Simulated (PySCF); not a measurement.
Computed structure and properties of ReH6

System: ReH6 (doublet); start: displaced along the imaginary mode (C3v). Method: PySCF 2.14.0, UKS TPSS, Re def2-SVP with ECP60, H def2-SVP; non-relativistic Hamiltonian with scalar-relativistic core potentials where named; density fitting; no spin-orbit coupling.

Input of the relaxation:

```python
mol = gto.M(atom='''
Re    -0.00000     0.00000    -0.00611
H      1.15373    -0.00001     1.24771
H     -0.57685     0.99917     1.24771
H     -0.57688    -0.99915     1.24771
H      1.48104    -0.00002    -0.86973
H     -0.74050     1.28262    -0.86973
H     -0.74053    -1.28261    -0.86973''',
    basis={'Re': 'def2-SVP', 'H': 'def2-SVP'},
    ecp={'Re': 'def2-SVP'},
    charge=0, spin=1)
mf = dft.UKS(mol, xc='TPSS')
mf.grids.atom_grid = (50, 194)
mf = mf.density_fit()  # fitting sets: Re def2-universal-JKFIT, H def2-universal-JKFIT
mf.conv_tol = 1e-08; mf.max_cycle = 55
mf.kernel(dm0)  # dm0: converged density of the start geometry
# quasi-Newton relaxation in Cartesian coordinates to a largest gradient under 0.00045 Eh/bohr, steps kept in the point group
```

Run from Python with OMP_NUM_THREADS=2; the lines above give its settings. Where DIIS fails, smearing, a level shift and second-order steps follow.
It took 15 s on 2 threads of Arm Neoverse V1, on a shared host, from the converged density of the start.

Course of the relaxation:

| step | energy above end (eV) | largest force component within the symmetry (eV/Å) |
| --- | --- | --- |
| 0 | 0.1884 | 0.531 |
| 1 | 0.0951 | 0.497 |
| 2 | 0.0061 | 0.344 |
| 3 | 0.0007 | 0.169 |
| 4 | 0.0001 | 0.048 |
| 5 | 0.0000 | 0.003 |

Relaxed geometry (C3v):

```xyz
7

Re    0.0000    0.0000   -0.1209
H     1.0528    0.0000    1.1634
H    -0.5264    0.9118    1.1634
H    -0.5264   -0.9118    1.1634
H     1.5472    0.0000   -0.7471
H    -0.7736    1.3400   -0.7471
H    -0.7736   -1.3399   -0.7471
```

```json
{"contact": "Re1–H2 (H)", "Å": "1.661"}
{"contact": "Re1–H3 (H)", "Å": "1.661"}
{"contact": "Re1–H4 (H)", "Å": "1.661"}
{"contact": "Re1–H5 (H)", "Å": "1.669"}
{"contact": "Re1–H6 (H)", "Å": "1.669"}
{"contact": "Re1–H7 (H)", "Å": "1.669"}
```

On the finer grid (75, 302):

| Item | Value |
| --- | --- |
| HOMO | -4.78 eV |
| LUMO | -4.26 eV |
| Dipole about the centre of mass | 0.18 D |
| Spin squared | 0.753 |
| Set of Mulliken populations of Re1 outside the core potential | s 2.81, p 6.24, d 5.38, f 0.02 |
| D3(BJ) dispersion energy (not in the energies) | -0.129 eV |

```csv
atom,Mulliken (e),Löwdin (e),spin (e)
Re1,0.55,0.07,0.85
H2,-0.09,0.00,0.04
H3,-0.09,0.00,0.04
H4,-0.09,0.00,0.04
H5,-0.10,-0.03,0.01
H6,-0.10,-0.03,0.01
H7,-0.10,-0.03,0.01
```

No frequency check is given here. The steps kept the symmetry C3v of the start, so a lower state may lie off it.

Taking off one H (charge -1, singlet; the rest: doublet) in vacuum, both parts rigid, costs 10.98 eV; the small basis without counterpoise inflates it. Most of it is the attraction of opposite charges; other ways to part are cheaper, and one spin state was tried for the rest.

Rigid scan of H along the line from its metal, all other atoms held (where the atom bridges, its other bond changes as well):

distance to H2 (Å), energy (eV) and a bar:
```
     1.36      1.073 ##############
     1.46      0.399 #####
     1.56      0.084 #
     1.66      0.000 
     1.76      0.060 #
     1.86      0.209 ###
     2.06      0.638 ########
     2.36      1.333 #################
     2.76      1.963 ##########################
     3.26      2.298 ##############################
```

One start shape was tried, so this needn't be the lowest isomer.

Open shells may have lower solutions than the one found.
